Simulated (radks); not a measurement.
Species: the technetium anion Tc-. Configuration: [Kr] 4d6 5s2.

All-electron calculation, scalar-relativistic Kohn-Sham, PBEsol, spin-polarised, spherical densities, finite nucleus; open shells are filled with parallel spins first (spin-orbit coupling, left out, can overturn this in heavy ions); Fermi nuclear charge, rms radius 4.4112 fm; hard spherical wall at 3 bohr. Program: a radial shooting solver on a logarithmic mesh with Libxc functionals.

Energy parts (hartree):
| part | energy |
|---|---|
| total | -4280.26177 |
| kinetic | 4433.40082 |
| electron-nucleus | -10387.76477 |
| Hartree | 1801.88020 |
| exchange-correlation | -127.77802 |

Orbitals (lengths in bohr, moments of r in powers of bohr; <r^-3> diverges for s and p1/2; r(max) is where P^2 peaks; r(90%) holds 90 % of the orbital's charge):
\begin{tabular}{lrrrrrr}
orbital & occ. & eigenvalue (hartree) & <1/r> & r(90%) & <r^-3> & r(max) \\ \hline
1s down & 1 & -764.9766 & 44.68 & 0.0615 & - & 0.02229 \\
1s up & 1 & -764.9765 & 44.68 & 0.0615 & - & 0.02229 \\
2s up & 1 & -107.9283 & 10.08 & 0.231 & - & 0.1262 \\
2s down & 1 & -107.9091 & 10.08 & 0.231 & - & 0.1262 \\
2p up & 3 & -96.46365 & 9.790 & 0.212 & 2766 & 0.1009 \\
2p down & 3 & -96.44901 & 9.791 & 0.212 & 2767 & 0.1009 \\
3s up & 1 & -17.65321 & 3.474 & 0.614 & - & 0.3727 \\
3s down & 1 & -17.64202 & 3.474 & 0.614 & - & 0.3727 \\
3p up & 3 & -13.89235 & 3.307 & 0.630 & 466.7 & 0.3660 \\
3p down & 3 & -13.87984 & 3.306 & 0.630 & 466.5 & 0.3661 \\
3d up & 5 & -7.79831 & 3.076 & 0.639 & 62.40 & 0.3116 \\
3d down & 5 & -7.77975 & 3.076 & 0.638 & 62.38 & 0.3117 \\
4s up & 1 & -1.50832 & 1.257 & 1.59 & - & 0.9604 \\
4s down & 1 & -1.41508 & 1.264 & 1.59 & - & 0.9565 \\
4p up & 3 & -0.51766 & 1.108 & 1.80 & 64.13 & 1.044 \\
4p down & 3 & -0.41894 & 1.113 & 1.80 & 65.03 & 1.039 \\
4d up & 5 & 0.88322 & 0.8513 & 2.17 & 5.278 & 1.332 \\
4d down & 1 & 0.98388 & 0.8503 & 2.18 & 5.285 & 1.330 \\
5s up & 1 & 1.40042 & 0.7377 & 2.49 & - & 2.072 \\
5s down & 1 & 1.47512 & 0.7334 & 2.49 & - & 2.077 \\
5p up & 0 & 1.89719 & 0.7714 & 2.52 & 41.04 & 2.153 \\
5p down & 0 & 1.96810 & 0.7690 & 2.52 & 40.83 & 2.158 \\
4f up & 0 & 2.15910 & 0.6176 & 2.41 & 0.3896 & 1.896 \\
4f down & 0 & 2.25151 & 0.6147 & 2.42 & 0.3859 & 1.916 \\
6s up & 0 & 4.81202 & 0.8865 & 2.64 & - & 2.487 \\
6s down & 0 & 4.88569 & 0.8867 & 2.64 & - & 2.489 \\
\end{tabular}

The highest occupied level is 5s down at 40.140 eV. Spin moment in Bohr magnetons: 4.

Run on one thread of a shared host, so times are rough (Arm Neoverse V2): 0.17 s of CPU time, 0.17 s wall, 14 iterations on 1865 mesh points.
